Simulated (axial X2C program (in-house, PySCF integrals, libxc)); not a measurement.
# Which molecule has these constants?

All values come from calculations with an axial X2C code built on PySCF integrals, spin-free (one-electron X2C) or two-component (2c: spin–orbit coupling with atomic mean-field Coulomb and Gaunt terms, which also bring small scalar terms), in Dyall basis sets with cores contracted in-house; open shells are unrestricted.

A two-component CCSD(T) calculation in a Dyall 3-zeta basis gave Re = 2.289 Å, ωe = 466.9 cm⁻¹, De = 2.99 eV, Ω = 0.

Question: Which molecule is it?
A. AuH
B. NaAu
C. LiAu

Answer: C. The others have NaAu 2.621 Å and 239.5 cm⁻¹ (Ω = 0); AuH 1.527 Å and 2284.2 cm⁻¹ (Ω = 0).

Frozen shells (counts by l): LiAu Au 5s4p2d1f, Li 1s, 12 electrons correlated; NaAu Au 5s4p2d1f, Na 2s1p, 12 electrons correlated; AuH Au 5s4p2d1f, H none, 12 electrons correlated. Coupled cluster in natural virtuals with an MP2 remainder. Where the outer core of a metal is frozen, bonds come out longer and ionisation energies lower.

Each entry is the lowest single determinant of a limited PBE0 search at one distance. De goes to single-determinant-based atoms at the same level (for ions the charge split of lowest energy) and is withheld (n/a) where an atom does not fit its ground term or J level. Main or longest-lived isotopes. One determinant is a doubtful description, or other states lie close, for LiAu, NaAu, AuH; these need not be ground states, and all values refer to the states named.
